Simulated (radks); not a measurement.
Task: The mean radii <r> (bohr) of the occupied orbitals of an atom or ion are listed with their occupations. Method: Dirac Kohn-Sham, PW91, spin-unpolarised, spherical densities, point nucleus; computed with a radial shooting solver on a logarithmic mesh with Libxc functionals.

| orbital | occ. | <r> |
|---|---|---|
| 1s1/2 | 2 | 0.03263 |
| 2s1/2 | 2 | 0.1404 |
| 2p1/2 | 2 | 0.1193 |
| 2p3/2 | 4 | 0.1241 |
| 3s1/2 | 2 | 0.3562 |
| 3p1/2 | 2 | 0.3428 |
| 3p3/2 | 4 | 0.3506 |
| 3d3/2 | 0.4 | 0.3109 |
| 3d5/2 | 0.6 | 0.3133 |

Name the element and its charge. Open shells, if any, are shared by 2j + 1.

Result: Z = 45, rhodium, charge +26: Rh26+ in [Ar] 3d1. The 1s radius gives Z: for a bare nucleus <r> = (2 gamma + 1)/(2Z) with gamma = sqrt(1 - (Z/c)^2), 0.0321 bohr for Z = 45, and screening makes it slightly larger (0.03263 here). The occupations add up to 19, and the charge is Z minus that.
